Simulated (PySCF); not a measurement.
Pb(OMe)(NH2) (CH5NOPb), SMILES [O](C)[Pb][NH2] (connectivity only; charge and spin as stated), neutral, multiplicity 1.

Geometry optimised at r2SCAN-D4/def2-SVP. The structure was generated by enumeration; whether it is a known compound was not checked. The def2 effective core potentials stand for the cores of Pb; spin–orbit coupling is left out. Other conformers were not sampled.

Two levels are set side by side: TDDFT-PBE/def2-SVPD (PySCF) and TDDFT-M06-2X/def2-SVPD (PySCF). Vertical, same geometry. The lowest singlet is HOMO−1→LUMO 99 % with PBE and HOMO−1→LUMO 98 % with the other functional; states are paired by order. Differences are taken from unrounded values.

```csv
quantity,TDDFT-PBE
lowest singlet excitation (eV),3.54
lowest triplet excitation (TDA) (eV),2.85
first bright state (f over 0.05) (eV),4.27
its oscillator strength,0.06
```

Problem. These are the TDDFT-PBE values. What does TDDFT-M06-2X give? (The exact figures need the calculation; the answer reports its results.)

Solution. 
| quantity | TDDFT-M06-2X | TDDFT-PBE minus TDDFT-M06-2X |
|---|---|---|
| lowest singlet excitation (eV) | 4.56 | -1.02 |
| lowest triplet excitation (TDA) (eV) | 3.74 | -0.89 |
| first bright state (f over 0.05) (eV) | 6.42 | -2.15 |
| its oscillator strength | 0.24 | -0.18 |

A lower first singlet is the usual sign of a functional without exact exchange. Differences between two approximate levels are no errors against the true value.

Rough cost on one machine, each run with all the roots and properties that it gave: TDDFT-M06-2X against TDDFT-PBE about 10 times.
